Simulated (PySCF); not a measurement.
Löwdin shares of the frontier orbitals

Compound: C2H9ClOSi2.
SMILES with atom numbers: `[CH3:1][SiH2:2][O:3][SiH2:4][CH2:5][Cl:6]` (hydrogens: H7, H8, H9 on C1; H10, H11 on Si2; H12, H13 on Si4; H14, H15 on C5)

Structure used (GFN2-xTB), in Å, numbered top down from 1:
```xyz
15
C2H9ClOSi2 angstrom
C      2.3438    0.2985    0.1291
Si     1.2502   -1.1962   -0.2637
O     -0.1946   -0.6864   -0.8461
Si    -1.5309    0.2055   -0.9091
C     -2.1732    0.5182    0.8660
Cl    -0.9609    1.4366    1.7949
H      3.3183   -0.0096    0.4957
H      2.5039    0.9153   -0.7518
H      1.8868    0.9278    0.8889
H      0.9544   -1.9868    0.9331
H      1.7651   -2.0085   -1.3662
H     -2.5176   -0.6021   -1.6207
H     -1.2163    1.4909   -1.5238
H     -2.3475   -0.4036    1.4173
H     -3.0860    1.1084    0.8855
```

Theory: PySCF, TDDFT PBE0/def2-SVPD, vertical, gas phase, core orbitals frozen in the response.

Kohn–Sham orbitals with the atoms that hold most of them (Löwdin shares over 4%, at most four atoms; ? is withheld):

```tsv
orbital	ε (eV)	atoms
LUMO+2	0.62	Si2 17%, Cl6 14%, Si4 12%, C1 11%
LUMO+1	0.35	Si4 19%, Si2 18%, Cl6 11%, O3 8%
LUMO	0.05	?
HOMO	-7.98	?
HOMO-1	-8.42	O3 29%, C1 21%, Si2 14%, Si4 8%
HOMO-2	-8.64	Cl6 75%, C5 13%, H14 4%
HOMO-3	-8.86	O3 23%, Si2 21%, Cl6 17%, H11 16%
```

Question: Which atoms hold the LUMO, and with what shares?

Answer: Cl6 (bonded to C) 34%; C5 (bonded to Cl, Si and 2 H) 18%; Si4 (bonded to C, O and 2 H) 17%; H12 (bonded to Si) 8%.

Question: Which atoms hold the HOMO, and with what shares?

Answer: Cl6 (bonded to C) 44%; C5 (bonded to Cl, Si and 2 H) 21%; Si4 (bonded to C, O and 2 H) 12%; O3 (bonded to 2 Si) 9%.

Question: How does S1 compare with the orbital gap of 8.03 eV?

Answer: S1 is at 6.60 eV (f = 0.029), 1.43 eV below the gap, made of HOMO→LUMO (92%). 

Question: One configuration dominates each of S1, S2 and S3. Which, and how do the shares of the two leading atoms of either orbital change from the occupied to the empty one?

Answer: 
- S1 (6.60 eV, f 0.029), HOMO→LUMO (92%): Cl6 44% → 34%, C5 21% → 18%
- S2 (7.12 eV, f 0.0045), HOMO→LUMO+1 (90%): Cl6 44% → 11%, C5 21% → at most 9%, Si4 12% → 19%, Si2 at most 9% → 18%
- S3 (7.15 eV, f 0.0057), HOMO-2→LUMO (81%): Cl6 75% → 34%, C5 13% → 18%

Löwdin shares depend on the basis, the more so with diffuse functions.

One conformer stands for the species.

Without π bonds the low states may be Rydberg-like; a valence basis with one diffuse set may place them up to an eV too high.
